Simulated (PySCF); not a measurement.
Compound: C₃H₃NSe.
Numbering: `[cH:1]1[cH:2][se:3][cH:4][n:5]1` (hydrogens: H6 on C1; H7 on C2; H8 on C4)

Theory: core-valence-separated Tamm–Dancoff BHandHLYP/aug-pcX-1 (pcseg-1 on H, def2-SVPD on Se) in PySCF, non-relativistic, gas phase, PBE0-D3(BJ)/def2-SVP geometry.

Computed carbon K-edge spectrum, Gaussian lines of 0.5 eV full width, highest printed point 100; it ends one width below the last computed root. The energies are unshifted.

```json
{"photon energy (eV)": "282.7", "absorption": "1"}
{"photon energy (eV)": "282.8", "absorption": "3"}
{"photon energy (eV)": "282.9", "absorption": "7"}
{"photon energy (eV)": "283.0", "absorption": "17"}
{"photon energy (eV)": "283.1", "absorption": "32"}
{"photon energy (eV)": "283.2", "absorption": "53"}
{"photon energy (eV)": "283.3", "absorption": "73"}
{"photon energy (eV)": "283.4", "absorption": "90"}
{"photon energy (eV)": "283.5", "absorption": "100"}
{"photon energy (eV)": "283.6", "absorption": "100"}
{"photon energy (eV)": "283.7", "absorption": "89"}
{"photon energy (eV)": "283.8", "absorption": "70"}
{"photon energy (eV)": "283.9", "absorption": "47"}
{"photon energy (eV)": "284.0", "absorption": "26"}
{"photon energy (eV)": "284.1", "absorption": "12"}
{"photon energy (eV)": "284.2", "absorption": "5"}
{"photon energy (eV)": "284.3", "absorption": "2"}
{"photon energy (eV)": "284.4", "absorption": "1"}
{"photon energy (eV)": "284.5", "absorption": "1"}
{"photon energy (eV)": "284.6", "absorption": "4"}
{"photon energy (eV)": "284.7", "absorption": "9"}
{"photon energy (eV)": "284.8", "absorption": "17"}
{"photon energy (eV)": "284.9", "absorption": "26"}
{"photon energy (eV)": "285.0", "absorption": "31"}
{"photon energy (eV)": "285.1", "absorption": "29"}
{"photon energy (eV)": "285.2", "absorption": "22"}
{"photon energy (eV)": "285.3", "absorption": "14"}
{"photon energy (eV)": "285.4", "absorption": "9"}
{"photon energy (eV)": "285.5", "absorption": "9"}
{"photon energy (eV)": "285.6", "absorption": "14"}
{"photon energy (eV)": "285.7", "absorption": "23"}
{"photon energy (eV)": "285.8", "absorption": "31"}
{"photon energy (eV)": "285.9", "absorption": "35"}
{"photon energy (eV)": "286.0", "absorption": "33"}
{"photon energy (eV)": "286.1", "absorption": "27"}
{"photon energy (eV)": "286.2", "absorption": "21"}
{"photon energy (eV)": "286.3", "absorption": "18"}
{"photon energy (eV)": "286.4", "absorption": "18"}
{"photon energy (eV)": "286.5", "absorption": "23"}
{"photon energy (eV)": "286.6", "absorption": "27"}
{"photon energy (eV)": "286.7", "absorption": "29"}
{"photon energy (eV)": "286.8", "absorption": "28"}
{"photon energy (eV)": "286.9", "absorption": "23"}
{"photon energy (eV)": "287.0", "absorption": "17"}
{"photon energy (eV)": "287.1", "absorption": "11"}
{"photon energy (eV)": "287.2", "absorption": "8"}
{"photon energy (eV)": "287.3", "absorption": "7"}
{"photon energy (eV)": "287.4", "absorption": "10"}
{"photon energy (eV)": "287.5", "absorption": "15"}
{"photon energy (eV)": "287.6", "absorption": "19"}
{"photon energy (eV)": "287.7", "absorption": "21"}
{"photon energy (eV)": "287.8", "absorption": "19"}
```

Problem. Where are the maxima, and which lines make them up?

Solution. 5 maxima:
- 283.5 eV: C4 (aromatic CH next to a ring nitrogen), 283.54 eV, f = 0.063, 1s→π*, 47 % of the height at the exact maximum; C1 (aromatic CH next to a ring nitrogen), 283.74 eV, f = 0.061, 1s→π*, 31 % of the height at the exact maximum; C2 (aromatic CH carbon), 283.31 eV, f = 0.056, 1s→π*, 22 % of the height at the exact maximum
- 285.0 eV: C2 (aromatic CH carbon), 285.03 eV, f = 0.041, 100 % of the height at the exact maximum
- 285.9 eV: C4 (aromatic CH next to a ring nitrogen), 285.89 eV, f = 0.043, 92 % of the height at the exact maximum
- 286.7 eV: C1 + C2 (aromatic CH next to a ring nitrogen and aromatic CH carbon), 286.66 eV, f = 0.031, sum of 2, 77 % of the height at the exact maximum; C1 (aromatic CH next to a ring nitrogen), 286.93 eV, f = 0.014, 21 % of the height at the exact maximum
- 287.7 eV: C4 (aromatic CH next to a ring nitrogen), 287.71 eV, f = 0.025, 90 % of the height at the exact maximum

Further lines of some strength in the range: C1, 286.21 eV, f = 0.010.

Roots within 0.03 eV on the same or equivalent atoms count as one line; shares under 12 % aren't listed.

Vibrational structure and lifetime widths aren't in the curve. The ionisation threshold wasn't computed; near and above it a finite basis only mimics Rydberg series and continuum. Relativistic effects, spin–orbit coupling among them, are left out although an element past zinc is present.
